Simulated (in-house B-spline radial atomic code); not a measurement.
Cu. Computed with a B-spline radial atomic code. Model: non-relativistic spherical atom: semilocal Troullier-Martins pseudo-atom, one channel per l, against all electrons, high spin, G0W0 and RPA with empty states to l = 8, local potential for every l without a channel, a model core (radius 0 = none) keeps its share of the functional.

What the tables leave out is listed at the end.

The pseudopotential gives back the lowest level of each angular momentum of its own functional in the configuration it was made in; a second state of the same l is only approximately right. Exact exchange, RPA and GW see the smooth pseudo-orbitals and miss the exchange with the core, for which the functional's share stands in. The column with an uncorrelated core keeps all orbitals and exact exchange, and so separates missing core correlation from pseudisation. Only the three outermost levels and the lowest empty one were computed. RPA here is direct RPA, with no exchange kernel, and its energies carry an (l + 1/2)⁻⁴ tail. A hybrid on a potential with a model core restores only its own semilocal share of the core's exchange.

Command:
```bash
python run_psgw.py task.json out
```
Settings (lengths in bohr, energies in hartree):
```
Z                      29
electrons              29
configuration          [Ar] 3d10 4s1
generated_in           [Ar] 3d10 4s1
functional             pbe,pbe
core_shells            4
radius_factor          0.8
core_correction        True
ion_configuration      [Ar] 3d10
```

Time taken, with all properties: 37 s on 1 thread of Arm Neoverse V2, with other jobs on the host.

Given: made with PBE; model core radius 0.338 bohr; local radius 0.707 bohr; mean-field start PBE.

Valence shells of the generating configuration: 3p, 3d, 4s.

Channel: s 1.86, p 0.503, d 1.45 (radii in bohr).

Computed: largest level miss in the spin-unpolarised generating configuration 0 eV; valence RPA correlation energy all-electron orbitals -1.2921 hartree; valence RPA correlation energy pseudo -1.4013 hartree; all-electron RPA polarisability, core included 33.115 bohr³; pseudo-atom RPA polarisability 33.09 bohr³; ionisation by mean-field all-electron 8.1439 eV; ionisation by RPA pseudo minus all 0.769 eV.

```
          level  occupied  mean-field all-electron (eV)  mean-field pseudo minus all (eV)  G0W0 all-electron (eV)  G0W0 uncorrelated core minus all (eV)  G0W0 pseudo minus all (eV)  exchange self-energy all-electron (eV)  exchange self-energy pseudo (eV)
          4s up         1                        -4.828                            -0.001                 -8.0409                                 -0.036                      -0.455                                 -10.818                           -10.814
4s down (empty)         0                       -3.8862                             0.001                 -1.3963                                 -0.037                      -0.474                                 -2.4098                           -2.4284
```

Q: What is the ionisation by RPA all-electron?

A: 8.0608 eV.

Q: What is the ionisation by mean-field pseudo minus all?

A: 0.009 eV.

Given: mean-field start PBE0.

Computed: valence RPA correlation energy all-electron orbitals -1.2206 hartree; valence RPA correlation energy pseudo -1.3366 hartree; all-electron RPA polarisability, core included 28.821 bohr³; pseudo-atom RPA polarisability 26.853 bohr³; ionisation by RPA all-electron 7.9169 eV; ionisation by RPA pseudo minus all 0.804 eV.

```tsv
level	occupied	mean-field all-electron (eV)	mean-field pseudo minus all (eV)	G0W0 all-electron (eV)	G0W0 uncorrelated core minus all (eV)	G0W0 pseudo minus all (eV)	exchange self-energy all-electron (eV)	exchange self-energy pseudo (eV)
4s up	1	-5.3671	-0.209	-7.8448	-0.038	-0.586	-10.454	-10.944
4s down (empty)	0	-2.6753	-0.157	-1.045	-0.033	-0.417	-2.0007	-2.2579
```

Q: What is the ionisation by mean-field pseudo minus all?

A: 0.272 eV.

Q: What is the ionisation by mean-field all-electron?

A: 7.7474 eV.

Among the listed levels the largest G0W0 shift of the pseudo-atom is -0.59 eV, for 4s up on the PBE0 start, while leaving the core uncorrelated moves that level by -0.04 eV. So pseudisation and the lost core exchange, not the missing core correlation, make the error. Not in the tables (levels of low weight, unsolved or above zero; the highest and the empty levels are kept at any weight): on PBE the G0W0 levels 3d down (pseudo minus all +1.58 eV, weights 0.53 and 0.02), 3d up (pseudo minus all +1.57 eV, weights 0.53 and 0.01); on PBE0 the G0W0 levels 3d down (pseudo minus all +1.16 eV, weights 0.72 and 0.70), 3d up (pseudo minus all +1.21 eV, weights 0.69 and 0.51); no Hartree-Fock pseudo-atom is run with a model core.
